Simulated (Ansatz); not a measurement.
A set of 12 reactions (ligand exchange), with CCSD(T)/CBS values in kJ/mol:

```json
{"reaction": "`[NH2][Ga]([Cl])[Br]` + H–F → `[NH2][Ga]([F])[Cl]` + HBr", "ΔE": "50.7"}
{"reaction": "`O[SiH](F)O[SiH2]F` + CH₃OH → `CO[SiH2]F` + `O[SiH](O)F`", "ΔE": "14.1"}
{"reaction": "`N[Si](O)([SiH3])O[SiH3]` + HCl → `N[Si]([SiH3])(Cl)O[SiH3]` + H₂O", "ΔE": "0.4"}
{"reaction": "`O[Si](Cl)(Cl)Cl` + H₂Se → `Cl[Si](Cl)(Cl)[SeH]` + H₂O", "ΔE": "43.6"}
{"reaction": "`C=C[SiH2]BN` + `[SH][GeH3]` → `NB[S][GeH3]` + `C=C[SiH3]`", "ΔE": "-86.9"}
{"reaction": "`[SiH3]BO[SiH3]` + H–F → `FBO[SiH3]` + SiH₄", "ΔE": "-177.6"}
{"reaction": "`O=C=N[SiH2]Cl` + `O[SiH](O)S` → `O[SiH](O)S[SiH2]Cl` + `N=C=O`", "ΔE": "23.2"}
{"reaction": "`[SiH3]N[SiH2]S` + HBr → `[SiH3]N[SiH2]Br` + H₂S", "ΔE": "-40.5"}
{"reaction": "`[SH][GeH]([Cl])[Cl]` + `N=C=O` → `O=C=[N][GeH]([Cl])[Cl]` + H₂S", "ΔE": "0.3"}
{"reaction": "`[CH3][Al]1[CH2][O]1` + H₂Te → `[TeH][Al]1[CH2][O]1` + CH₄", "ΔE": "-117.9"}
{"reaction": "`[SiH3][Al]1[CH2]C[O]1` + NH₃ → `[NH2][Al]1[CH2]C[O]1` + SiH₄", "ΔE": "-81.2"}
{"reaction": "`CC[SiH](N)[SiH3]` + HCl → `N[SiH]([SiH3])Cl` + `CC`", "ΔE": "-119.8"}
```

Calculated with Ansatz (gas phase, PBE0-D4/def2-TZVP geometries, no zero-point term in ΔE). CBS: MP2 limit from def2 TZ/QZ plus the TZ coupled-cluster correction, frozen cores. This one scheme is used for every species. DFT in def2-TZVPP. B3LYP here is the variant with VWN-RPA as its local correlation; programs differ in this. def2 core potentials past Kr. For Br, Ga, Ge, Se, Te outer-core shells are correlated without core-valence functions, which leaves a few kJ/mol of doubt a bond. Scalar relativity is left out up to krypton. One conformer a species, not always the lowest.

Task: Give the mean, mean absolute and largest difference (level minus CCSD(T)/CBS, kJ/mol) for: PBE-D4, PBE0-D4, B3LYP-D4, ωB97X-V, ωB97M-V, B2PLYP, PBE, PBE0, B3LYP, MP2/def2-TZVPP, SCS-MP2/def2-TZVPP, CCSD/def2-TZVPP, SCS-MP2/def2-QZVPP, MP2/CBS(def2). (An estimate is asked.)

Result: Computed: 
| level | mean | mean absolute | largest |
| --- | --- | --- | --- |
| PBE-D4 | 1.8 | 7.6 | 18.6 |
| PBE0-D4 | 1.4 | 4.1 | 13.1 |
| B3LYP-D4 | 0.2 | 3.6 | -7.9 |
| ωB97X-V | 0.2 | 4.1 | -10.9 |
| ωB97M-V | -0.6 | 4.5 | 11.3 |
| B2PLYP | -1.0 | 5.9 | -13.7 |
| PBE | 1.9 | 6.9 | 18.1 |
| PBE0 | 1.5 | 3.8 | 12.4 |
| B3LYP | 0.4 | 7.6 | -14.5 |
| MP2/def2-TZVPP | -2.9 | 3.6 | -9.5 |
| SCS-MP2/def2-TZVPP | -2.2 | 5.5 | -11.9 |
| CCSD/def2-TZVPP | 1.1 | 5.3 | 12.5 |
| SCS-MP2/def2-QZVPP | -2.7 | 4.6 | -10.9 |
| MP2/CBS(def2) | -3.8 | 4.8 | -9.5 |

The largest T1 diagnostic in the set is 0.018, for `N=C=O` (customary mark 0.02).

CCSD(T)/CBS is a level of theory with its own doubt, and the functionals carry their triple-zeta basis error, so these figures describe this set and don't rank the functionals.
